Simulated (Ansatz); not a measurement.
Calculated with Ansatz (gas phase, PBE0-D4/def2-TZVP geometries, no zero-point term in ΔE). CCSD(T)/CBS adds triple-zeta CCSD(T) − MP2 to the extrapolated MP2 energy (def2 sets, frozen cores). This one scheme is used for every species. DFT in def2-TZVPP. HSE06 is defined as in plane-wave codes. For Br, Mg outer-core shells are correlated without core-valence functions, which leaves a few kJ/mol of doubt a bond. Scalar relativity is left out up to krypton. One conformer a species, not always the lowest.

Reaction (ligand exchange at a Mg–O bond): `C[O][Mg][OH]` + HBr → `[OH][Mg][Br]` + CH₃OH

```csv
level,ΔE (kcal/mol)
HSE06-D4,-24.1
BHLYP-D4,-23.9
HSE06,-24.3
BHLYP,-24.0
CCSD(T)/def2-SVP,-19.0
HF/def2-TZVPP,-27.5
MP2/def2-TZVPP,-21.9
MP2/CBS(def2),-21.9
```

Question: What does CCSD(T)/CBS give? (An estimate is asked.)

Answer: Ansatz gave: -22.1 kcal/mol. The listed levels differ from it by -2.0, -1.8, -2.2, -1.9, 3.1, -5.4, 0.2, 0.2 kcal/mol.

Largest T1 diagnostic among the species: 0.011.

From r2SCAN to r2SCAN0 (25 % exact exchange), in def2-TZVPP and without D4, ΔE moves by −1.4 kcal/mol. In def2-TZVPP, CCSD(T) changes the Hartree–Fock value by +5.5 kcal/mol (the triples alone add +0.4 kcal/mol) and MP2 by +5.6 kcal/mol.
